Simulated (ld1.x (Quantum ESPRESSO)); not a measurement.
Before and after: TM potential for Pd

Pd, norm-conserving Troullier–Martins (Kleinman–Bylander form), made with ld1.x (Quantum ESPRESSO) 7.5 (LDA (PZ), scalar-relativistic). Core [Ar] 3d10, reference 4s2 4p6 4d7 5s0 5p0 (charge +3). Waves: 4p (bound): rc 1.10 bohr; 4d (bound): rc 1.95 bohr; 4s (bound): rc 0.95 bohr. Local part: the s channel. Core correction: none.

All-electron outer shells of the reference configuration (LDA (PZ), scalar-relativistic, ld1.x):

```json
{"shell": "3d", "level (eV)": "-367.73", "outermost node (bohr)": "–", "outermost maximum (bohr)": "0.28"}
{"shell": "4s", "level (eV)": "-126.09", "outermost node (bohr)": "0.45", "outermost maximum (bohr)": "0.85"}
{"shell": "4p", "level (eV)": "-91.54", "outermost node (bohr)": "0.46", "outermost maximum (bohr)": "0.90"}
{"shell": "4d", "level (eV)": "-41.86", "outermost node (bohr)": "0.45", "outermost maximum (bohr)": "1.06"}
{"shell": "5s", "level (eV)": "-30.89", "outermost node (bohr)": "1.12", "outermost maximum (bohr)": "2.14"}
{"shell": "5p", "level (eV)": "-23.31", "outermost node (bohr)": "1.24", "outermost maximum (bohr)": "2.48"}
```

Change: wave 4s (bound): rc 0.95 bohr becomes 4s (bound): rc 1.40 bohr.

Cutoffs: the cutoffs (Ry, on a coarse ladder) from which the occupation-weighted sum of valence levels, in a spherical-Bessel basis at the reference potential, stays within 10 and 1 mRy of its value at 400 Ry; they do not see the model core or the augmentation charge, which bear on the density cutoff. Errors are all-electron minus pseudo energies relative to the spin-unpolarised reference configuration.

**Question.** Predict the effect on cutoff, ghosts and configuration errors.

**Answer.** The potential gets softer (160 Ry and 260 Ry → 140 Ry and 180 Ry); of the 9 tests that both files solve, the error grows in 8 and shrinks in 0 by more than 15 % and 0.3 meV (median size 31.3 → 107.6 meV); the range in which the s phases agree narrows (upper end -2.4 → -3.9); neither file shows a bound ghost. A larger radius leaves more room for a smooth pseudo-wave, so fewer plane waves are needed. More of the atom is replaced by a form fitted at one configuration, so other configurations suffer.

| quantity | base | changed |
| --- | --- | --- |
| cutoff, loose | 160 Ry | 140 Ry |
| cutoff, tight | 260 Ry | 180 Ry |
| loose cutoff by channel (10 mRy a level) | p 80 Ry, d 45 Ry, s 120 Ry | p 80 Ry, d 45 Ry, s 50 Ry |
| bound ghosts | none | none |
| error for 4s2 4p6 4d10 5s0 5p0, meV [ΔE -65.06 eV] | +20 | +108 |
| error for 4s2 4p6 4d9 5s0 5p0, meV [ΔE -55.68 eV] | +20 | +73 |
| error for 4s2 4p6 4d8 5s0 5p0, meV [ΔE -34.60 eV] | +11 | +27 |
| error for 4s2 4p6 4d9.5 5s0 5p0, meV [ΔE -61.70 eV] | +21 | +93 |
| error for 4s2 4p6 4d9 5s0 5p1, meV [ΔE -59.75 eV] | +38 | +177 |
| error for 4s2 4p6 4d8 5s1 5p0, meV [ΔE -51.27 eV] | +122 | +1377 |
| error for 4s2 4p6 4d9 5s1 5p0, meV [ΔE -63.63 eV] | +85 | +940 |
| error for 4s2 4p6 4d7 5s0 5p0 (spin-polarised), meV [ΔE -1.56 eV] | +137 | +144 |
| error for 4s2 4p6 4d9 5s0 5p0 (spin-polarised), meV [ΔE -55.82 eV] | +31 | +85 |
| s: phases at 2.15 bohr within 0.05 rad from the reference energy up to (Ry; the scan ends near 5) | -2.4 | -3.9 |
| p: phases at 2.15 bohr within 0.05 rad from the reference energy up to (Ry; the scan ends near 5) | -1.4 | -2.4 |
| d: phases at 2.15 bohr within 0.05 rad from the reference energy up to (Ry; the scan ends near 5) | 1.0 | 0.3 |
